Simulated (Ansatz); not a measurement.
Job for Ansatz (a first-principles code): R-PBE/def2-TZVPP on FH3Si (SMILES F[SiH3]), atoms moved off the minimum.

Ansatz 0.2 input:
```yaml
crystal:
  periodic: [false, false, false]
  atoms:
    - {symbol: Si, position_ang: [-0.53656391, 0.07097986, -0.11450633]}
    - {symbol: F, position_ang: [0.98701189, 0.06105289, 0.27343400]}
    - {symbol: H, position_ang: [-0.85348947, 1.31453815, -0.52672751]}
    - {symbol: H, position_ang: [-0.60248323, -0.96018532, -1.24700924]}
    - {symbol: H, position_ang: [-1.16471543, -0.32714516, 1.05107817]}
basis:
  gaussian:
    orbitals: def2-TZVPP
hamiltonian:
  xc: {name: PBE}
scf: {lower_state_search: off}
output: {forces: true}
```

The head of its log:

```
WARN ansatz: RAYON_NUM_THREADS=1 ignored (pool sized by the plan → 1); use --threads N
Functional definition: PBE
these checks for a lower state are left out or cut short: stability, starts, cluster_reference, orbital_swaps, neighbouring_geometries, increment
integrals: 0.03 GiB planned
621 factors; their error is unknown
mean field: 0.26 GiB planned
mean field evaluation 1: about -10636.8555 eV, gradient 3.5e1 eV
mean field evaluation 2: about -10632.7673 eV, gradient 6.7e1 eV
```

Task: Give the final energy of this run.

Result: -390.9694 hartree.
